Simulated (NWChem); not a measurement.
CH6FNSi2; SMILES [SiH2]1C([SiH2]N1)F

```xyz
11

F     -0.3172     2.0767     0.0000
C      0.4820     0.9232     0.0000
Si     0.0213    -0.3957     1.3260
N     -0.2421    -1.5072     0.0000
Si     0.0213    -0.3957    -1.3260
H      1.5339     1.2331     0.0000
H      1.1020    -0.8072     2.2698
H     -1.1786    -0.0363     2.1311
H     -0.5165    -2.4803     0.0000
H     -1.1786    -0.0363    -2.1311
H      1.1020    -0.8072    -2.2698
```
Atoms are numbered in this order, from 1.

Level: B3LYP/6-31G* (spherical d) (NWChem), optimised geometry, unscaled harmonic frequencies. B3LYP is NWChem's, with the RPA form of VWN correlation.

```tsv
frequency (cm⁻¹)	IR intensity (km/mol)
84	0.3
248	3.1
262	3.3
445	21.5
471	79.7
521	0.0
545	23.6
670	0.3
681	62.6
691	0.2
705	62.2
736	25.8
790	14.9
831	77.0
950	310.9
991	261.3
1023	48.2
1026	42.3
1069	33.9
1111	160.3
1333	4.1
2213	278.7
2220	232.4
2235	108.4
2242	164.4
3072	18.4
3631	25.9
```

```
Property                                                                           Result
-----------------------------------------------------------------------  ----------------
zero-point energy                                                           44.0 kcal/mol
thermal correction to the enthalpy at 298.15 K (with zero-point energy)     48.6 kcal/mol
heat capacity Cv                                                         24.2 cal/(mol K)
entropy at 298.15 K and 1 atm (symmetry number 1)                        79.2 cal/(mol K)
dipole moment                                                                      2.05 D
```

Rigid rotor and harmonic oscillator; modes under 100 cm⁻¹ make the entropy uncertain.
